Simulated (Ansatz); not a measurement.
Gas-phase electronic energies from Ansatz, PBE0-D4/def2-TZVP geometries. CCSD(T)/CBS is the MP2 limit (def2-TZVPP, def2-QZVPP) plus CCSD(T) − MP2 in def2-TZVPP, frozen cores. This one scheme is used for every species. Functionals use def2-TZVPP. B3LYP here is the variant with VWN-RPA as its local correlation; programs differ in this. One conformer a species, not always the lowest.

Reaction (ligand exchange at a B–O bond): `[SiH3]OB(Cl)O[SiH3]` + NH₃ → `NB(Cl)O[SiH3]` + `O[SiH3]`

`[SiH3]OB(Cl)O[SiH3]`:

Cartesian coordinates in Å:
```
Si 2.746 -0.172 0.173
O 1.202 -0.462 -0.359
B -0.001 0.008 0.009
Cl -0.112 1.206 1.339
O -1.122 -0.405 -0.604
Si -2.727 -0.037 -0.404
H 3.084 1.260 -0.010
H 2.869 -0.547 1.602
H 3.631 -1.018 -0.658
H -3.164 -0.402 0.964
H -2.948 1.410 -0.643
H -3.458 -0.840 -1.409
```

NH₃:

```xyz
4

N    -0.275    0.044   -0.044
H     0.133    0.765    0.538
H    -0.105   -0.841    0.417
H     0.247    0.032   -0.911
```

`NB(Cl)O[SiH3]`:

Z-matrix (Å, degrees):
```
Si
O 1 1.641
H 1 1.482 2 108.8
H 1 1.482 2 108.9 3 -120.2
H 1 1.490 2 110.5 3 119.9
B 2 1.357 1 138.0 3 -120.6
Cl 6 1.779 2 117.5 1 -179.9
N 6 1.397 2 124.1 1 0.1
H 8 1.005 6 123.1 2 0.1
H 8 1.003 6 122.1 2 180.0
```

`O[SiH3]`:

```xyz
6

O     0.440    1.199   -0.105
Si   -0.179   -0.300    0.185
H     0.859    1.354   -0.952
H    -1.240   -0.656   -0.797
H    -0.753   -0.246    1.548
H     0.873   -1.351    0.121
```

**Question.** Is it downhill or uphill in electronic energy at CCSD(T)/CBS, and by how much? (Best estimate.)

**Answer.** Ansatz gave: Uphill: ΔE = +29.6 kJ/mol.

**Question.** What do these levels give: B3LYP-D4, revPBE, BLYP, RPA@PBE/def2-TZVPP, CCSD(T)/def2-TZVPP, HF/CBS(def2)? (An estimate is asked.)

**Answer.** Computed: B3LYP-D4 29.0, revPBE 19.8, BLYP 22.0, RPA@PBE/def2-TZVPP 31.5, CCSD(T)/def2-TZVPP 30.1, HF/CBS(def2) 29.1 kJ/mol.

Largest T1 diagnostic among the species: 0.012.

Leaving LDA and LC-ωPBE aside and taking each functional with its dispersion term where it has one, the values, not all of them listed here, spread over 6.7 kJ/mol, from PBE-D4 to BHLYP-D4. At CCSD(T), def2-SVP lies +7.2 kJ/mol from the extrapolated value and def2-TZVPP +0.5 kJ/mol. The D4 term adds +6.3 kJ/mol with B3LYP and +3.6 kJ/mol with PBE0; it sums over pairs of atoms, weighted by their polarisabilities, and B3LYP, whose exchange is more repulsive, gets the larger term.
